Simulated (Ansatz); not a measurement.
A structure drawn as `OCO[SiH3]`, with this starting geometry:

Cartesian coordinates in Å:
```
O -1.251 -0.706 1.794
C -0.467 0.103 0.948
O -0.090 -0.688 -0.170
Si 0.568 0.150 -1.420
H -0.607 -1.464 2.055
H 0.419 0.484 1.493
H -1.139 0.963 0.678
H 0.918 -0.832 -2.491
H -0.241 1.230 -1.949
H 1.890 0.760 -0.938
```

The species carries charge 0 and has multiplicity 1.

**Question.** Relax it with Ansatz at PBE-D4/def2-SVP and then PBE0-D4/def2-TZVP. Is the drawn bonding still there?

**Answer.** Yes, every drawn bond is still there and no new one forms.

**Question.** Give the relaxed structure. (Estimate.)

**Answer.** The calculation gave: 
Z-matrix (Å, degrees):
```
C
O 1 1.405
O 1 1.381 2 110.1
H 1 1.095 2 110.7 3 -117.0
H 1 1.101 2 108.9 3 122.7
Si 2 1.645 1 124.2 3 174.7
H 3 0.962 1 108.3 2 61.2
H 6 1.490 2 110.9 1 60.9
H 6 1.480 2 106.4 1 -179.3
H 6 1.489 2 110.7 1 -59.2
```
The lowest mode is -6 cm⁻¹.

Atoms count as bonded under 1.1 times the sum of their covalent radii (H–H under 0.85 Å, pairs among N, O and F under 1.55 Å), and a drawn bond as lost past 1.3 times.
